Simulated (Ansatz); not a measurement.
C₄H₇ (SMILES [CH-]=C(C)C), charge -1, singlet, geometry from GFN2-xTB (a gas-phase anion, which may not be bound at this level); PBE0/6-31G* (Ansatz, a first-principles code).

The Ansatz input:
Ansatz 0.2 input:
```yaml
crystal:
  periodic: [false, false, false]
  atoms:
    - {symbol: C, position_ang: [-0.01707892, 0.13768366, 1.56711869]}
    - {symbol: C, position_ang: [-0.00258751, 0.01589936, 0.23872691]}
    - {symbol: H, position_ang: [-0.01937530, -0.90033578, 2.05551585]}
    - {symbol: C, position_ang: [0.00330867, 1.25366579, -0.64010594]}
    - {symbol: H, position_ang: [-0.00577892, 2.15256181, -0.02325221]}
    - {symbol: H, position_ang: [0.89326881, 1.29293502, -1.28777368]}
    - {symbol: H, position_ang: [-0.87285877, 1.28799033, -1.30658702]}
    - {symbol: C, position_ang: [0.01031081, -1.25397826, -0.63835837]}
    - {symbol: H, position_ang: [0.00619538, -2.15281432, -0.01577716]}
    - {symbol: H, position_ang: [-0.86732463, -1.30245721, -1.30263128]}
    - {symbol: H, position_ang: [0.90215513, -1.29750313, -1.28378223]}
basis:
  gaussian:
    orbitals: 6-31G*
hamiltonian:
  xc: pbe0
total_charge: -1
```

Problem. Predict the main parts of the log of this Ansatz run.

Solution. 
```
Functional definition: PBE0
800 factors; integrals over basis functions are off by at most 1.5e-3 eV
mean field evaluation 1: about -4249.8903 eV, gradient 3.9e1 eV
mean field evaluation 2: about -4246.6494 eV, gradient 5.0e1 eV
mean field evaluation 4: about -4253.8794 eV, gradient 3.3e0 eV
mean field evaluation 8: about -4253.8991 eV, gradient 4.4e-2 eV
mean field evaluation 16: about -4253.8991 eV, gradient 3.1e-5 eV
mean field -4253.89910759 eV, -156.3279088077 hartree, gradient 3.1e-5 eV, S^2 0.000000; 0 other end points of the search recorded, 0 dependent functions left out
reference -4253.89912715 eV, -156.3279095265 hartree; 16, 16 occupied and 58, 58 virtual orbitals, 800 factors
Total energy: -4253.89912715 eV, -156.3279095265 hartree
```
